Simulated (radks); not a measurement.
Results of a calculation; reference values are marked as such.
Problem. Level of theory: scalar-relativistic Kohn-Sham, exchange-only LDA, spin-polarised, spherical densities, finite nucleus; open shells are filled with parallel spins first (spin-orbit coupling, left out, can overturn this in heavy ions); Fermi nuclear charge, rms radius of each element as measured or else 0.836 A^(1/3) + 0.57 fm (a radial shooting solver on a logarithmic mesh with Libxc functionals). Response by self-consistent Sternheimer equations with the Hartree and adiabatic exchange-only LDA kernel, the relativistic mass of each level held fixed and spin-orbit coupling left out. For heavy and open-shell atoms this level of theory can miss by tens of per cent. Estimate the static dipole polarisabilities of W3+ ([Xe] 4f14 5d3) and Mg3+ ([He] 2s2 2p5) and the C6 coefficients of the three pairs.

Solution. alpha = 8.059 and 0.3668 bohr^3; C6 = 42.15 (W3+-W3+), 3.350 (W3+-Mg3+), 0.3421 (Mg3+-Mg3+) hartree bohr^6.
